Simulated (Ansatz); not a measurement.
**Molecular dynamics of AlF₂H₄N**

The input (input.yaml):

```yaml
crystal:
  periodic: [false, false, false]
  atoms:
    - { symbol: Al, position_ang: [-0.031594, 0.264245, 0.164872] }
    - { symbol: "N", position_ang: [-0.02668, 0.061915, 2.026645] }
    - { symbol: H, position_ang: [-0.815508, -0.340132, 2.534678] }
    - { symbol: H, position_ang: [0.836675, -0.122749, 2.539333] }
    - { symbol: F, position_ang: [1.439201, 0.095084, -0.589447] }
    - { symbol: F, position_ang: [-1.432873, -0.206771, -0.594188] }
    - { symbol: H, position_ang: [-0.212233, 1.967347, 0.708527] }
    - { symbol: H, position_ang: [-0.172189, 1.40426, 1.545982] }
basis:
  gaussian: { orbitals: def2-SVP }
hamiltonian:
  xc: b3lyp
  dispersion: d4
md:
  timestep: 0.5
  n_steps: 200
  ensemble: nve
  temperature: 300.0
  initial_velocities: maxwell_boltzmann
  seed: 3511
```

Run as:

```bash
$ ansatz run input.yaml --threads 1 --pin off --max-ram 2048MiB --backend cpu --events-out ev --progress --plain --runs-dir out
```

It starts at the highest image of a converged band, a first-order saddle point between two minima.

Output, in part (step lines, the closing report, with atoms numbered from 0):

```
md step     0: t =     0.00 fs  T =   300.0 K  F+E_penalty+E_count = -13582.84226006 eV  E_kin = 0.232668 eV  conserved = -13582.60959206 eV  (23 SCF iters)
[... lines left out ...]
Total energy: -13583.08656749 eV, -499.1692244084 hartree
Atom 0 at     0.027065    -0.102743     0.307448 Å, force    -0.056325     1.062231    -1.565831 eV/Å
Atom 1 at    -0.030934    -0.294127     2.042796 Å, force     0.815225    -1.143937     1.280731 eV/Å
Atom 2 at    -0.597433    -1.002114     2.532470 Å, force    -0.208624     0.545896    -0.458022 eV/Å
Atom 3 at     0.864830    -0.348841     2.553757 Å, force    -0.281430     0.323747    -0.354728 eV/Å
Atom 4 at     1.427661     0.293384    -0.582698 Å, force    -1.055022    -0.455865     0.807239 eV/Å
Atom 5 at    -1.439114     0.099572    -0.504091 Å, force     0.786513    -0.326077     0.289602 eV/Å
Atom 6 at    -0.901012     4.361967    -1.741706 Å, force    -0.009948     1.397014    -0.249830 eV/Å
Atom 7 at    -0.905562     5.157193    -1.882134 Å, force     0.009611    -1.403008     0.250838 eV/Å
Dipole moment:     0.133072    -0.427634     0.541006 e Å
```

The steps, from the saved trajectory:

```json
{"time (fs)": "0.0", "T (K)": "300", "potential energy less start (eV)": "0.000", "conserved less start (meV/atom)": "0.00"}
{"time (fs)": "3.0", "T (K)": "202", "potential energy less start (eV)": "0.077", "conserved less start (meV/atom)": "0.09"}
{"time (fs)": "6.0", "T (K)": "199", "potential energy less start (eV)": "0.079", "conserved less start (meV/atom)": "0.10"}
{"time (fs)": "9.0", "T (K)": "325", "potential energy less start (eV)": "-0.019", "conserved less start (meV/atom)": "0.04"}
{"time (fs)": "12.0", "T (K)": "406", "potential energy less start (eV)": "-0.082", "conserved less start (meV/atom)": "0.02"}
{"time (fs)": "15.0", "T (K)": "430", "potential energy less start (eV)": "-0.100", "conserved less start (meV/atom)": "0.11"}
{"time (fs)": "18.0", "T (K)": "583", "potential energy less start (eV)": "-0.219", "conserved less start (meV/atom)": "0.02"}
{"time (fs)": "21.0", "T (K)": "723", "potential energy less start (eV)": "-0.328", "conserved less start (meV/atom)": "-0.05"}
{"time (fs)": "24.0", "T (K)": "708", "potential energy less start (eV)": "-0.316", "conserved less start (meV/atom)": "0.07"}
{"time (fs)": "27.0", "T (K)": "700", "potential energy less start (eV)": "-0.309", "conserved less start (meV/atom)": "0.13"}
{"time (fs)": "30.0", "T (K)": "742", "potential energy less start (eV)": "-0.342", "conserved less start (meV/atom)": "0.05"}
{"time (fs)": "33.0", "T (K)": "799", "potential energy less start (eV)": "-0.387", "conserved less start (meV/atom)": "-0.04"}
{"time (fs)": "36.0", "T (K)": "795", "potential energy less start (eV)": "-0.383", "conserved less start (meV/atom)": "0.04"}
{"time (fs)": "39.0", "T (K)": "805", "potential energy less start (eV)": "-0.390", "conserved less start (meV/atom)": "0.13"}
{"time (fs)": "42.0", "T (K)": "878", "potential energy less start (eV)": "-0.448", "conserved less start (meV/atom)": "0.01"}
{"time (fs)": "45.0", "T (K)": "875", "potential energy less start (eV)": "-0.446", "conserved less start (meV/atom)": "-0.03"}
{"time (fs)": "48.0", "T (K)": "838", "potential energy less start (eV)": "-0.417", "conserved less start (meV/atom)": "0.04"}
{"time (fs)": "51.0", "T (K)": "815", "potential energy less start (eV)": "-0.399", "conserved less start (meV/atom)": "0.10"}
{"time (fs)": "54.0", "T (K)": "766", "potential energy less start (eV)": "-0.361", "conserved less start (meV/atom)": "0.11"}
{"time (fs)": "57.0", "T (K)": "718", "potential energy less start (eV)": "-0.324", "conserved less start (meV/atom)": "-0.02"}
{"time (fs)": "60.0", "T (K)": "661", "potential energy less start (eV)": "-0.281", "conserved less start (meV/atom)": "-0.05"}
{"time (fs)": "63.0", "T (K)": "593", "potential energy less start (eV)": "-0.227", "conserved less start (meV/atom)": "0.07"}
{"time (fs)": "66.0", "T (K)": "551", "potential energy less start (eV)": "-0.193", "conserved less start (meV/atom)": "0.14"}
{"time (fs)": "69.0", "T (K)": "542", "potential energy less start (eV)": "-0.187", "conserved less start (meV/atom)": "0.09"}
{"time (fs)": "72.0", "T (K)": "604", "potential energy less start (eV)": "-0.236", "conserved less start (meV/atom)": "-0.04"}
{"time (fs)": "75.0", "T (K)": "632", "potential energy less start (eV)": "-0.258", "conserved less start (meV/atom)": "-0.07"}
{"time (fs)": "78.0", "T (K)": "540", "potential energy less start (eV)": "-0.186", "conserved less start (meV/atom)": "0.09"}
{"time (fs)": "81.0", "T (K)": "475", "potential energy less start (eV)": "-0.135", "conserved less start (meV/atom)": "0.16"}
{"time (fs)": "84.0", "T (K)": "539", "potential energy less start (eV)": "-0.185", "conserved less start (meV/atom)": "0.05"}
{"time (fs)": "87.0", "T (K)": "638", "potential energy less start (eV)": "-0.263", "conserved less start (meV/atom)": "-0.05"}
{"time (fs)": "90.0", "T (K)": "672", "potential energy less start (eV)": "-0.289", "conserved less start (meV/atom)": "-0.02"}
{"time (fs)": "93.0", "T (K)": "680", "potential energy less start (eV)": "-0.294", "conserved less start (meV/atom)": "0.10"}
{"time (fs)": "96.0", "T (K)": "687", "potential energy less start (eV)": "-0.299", "conserved less start (meV/atom)": "0.11"}
{"time (fs)": "99.0", "T (K)": "660", "potential energy less start (eV)": "-0.279", "conserved less start (meV/atom)": "0.03"}
```

The run went to its last step. The conserved energy stayed within 0.17 meV per atom of its start (net change 0.13 meV per atom), so the integration is sound. The kinetic energy rose, since the run started high on the potential surface and went downhill. It ends in pieces (AlF2H2N + H2), so much of that is their flight and rotation, not heat. A run of 0.1 ps of so small a system gives no equilibrium averages. The orbitals stay closed-shell, which can raise the energy where a bond breaks towards radicals; this wasn't checked here.

Between its relaxed ends the band would form Al1–H7, N2–H8 and break H7–H8. These pairs go: Al1–H7 1.80 → 5.00 Å, N2–H8 1.43 → 6.77 Å, H7–H8 1.01 → 0.81 Å. In the last frame they stand as before the step (other bonds may differ from the relaxed reactants and products). Also parted: Al1–H8 1.80 → 5.77 Å. It ends as AlF2H2N + H2. Pairs count as bonded within 1.25 times the sum of covalent radii (0.12 Å more for H–H).

Last frame:

```xyz
8
Properties=species:S:1:pos:R:3
Al 0.027 -0.103 0.307
N -0.031 -0.294 2.043
H -0.597 -1.002 2.533
H 0.865 -0.349 2.554
F 1.428 0.293 -0.583
F -1.439 0.100 -0.504
H -0.901 4.362 -1.742
H -0.906 5.157 -1.882
```

Run time: 8.6 min on 1 thread of Arm Neoverse V1, on a shared host, peak memory 0.17 GiB.
